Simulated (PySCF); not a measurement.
**Neon: a sound run and one with changed settings**

Sound run: Ne⁺ [He] 2s2 2p5, Ne²⁺ [He] 2s2 2p4. Computed with PySCF 2.14 in def2-SVP, with the non-relativistic Hamiltonian (point nucleus). In the sound run the correlated levels freeze 1s2. The sound run starts from symmetry-adapted Hartree-Fock orbitals and uses a fine grid where one is needed.

Changed run: a valence shell is frozen. This setting is unsound on purpose.

| species | method | sound run (hartree) | changed run (hartree) | converged |
| --- | --- | --- | --- | --- |
| Ne⁺ | MP2 | -127.77835 | -127.73324 | yes |
| Ne⁺ | CCSD(T) | -127.79004 | -127.74016 | yes |
| Ne²⁺ | MP2 | -126.28419 | -126.23683 | yes |
| Ne²⁺ | CCSD(T) | -126.29761 | -126.24203 | yes |

Ionisation energy of Ne⁺:

| method | sound run (eV) | changed run (eV) |
| --- | --- | --- |
| UHF | 39.547 | 39.547 |
| MP2 | 40.658 | 40.719 |
| SCS-MP2 | 40.604 | 40.741 |
| CCSD | 40.600 | 40.758 |
| CCSD(T) | 40.611 | 40.766 |

Freezing a valence shell removes pair correlation that changes on ionisation.

For comparison, NIST gives 40.963 eV between the lowest levels.
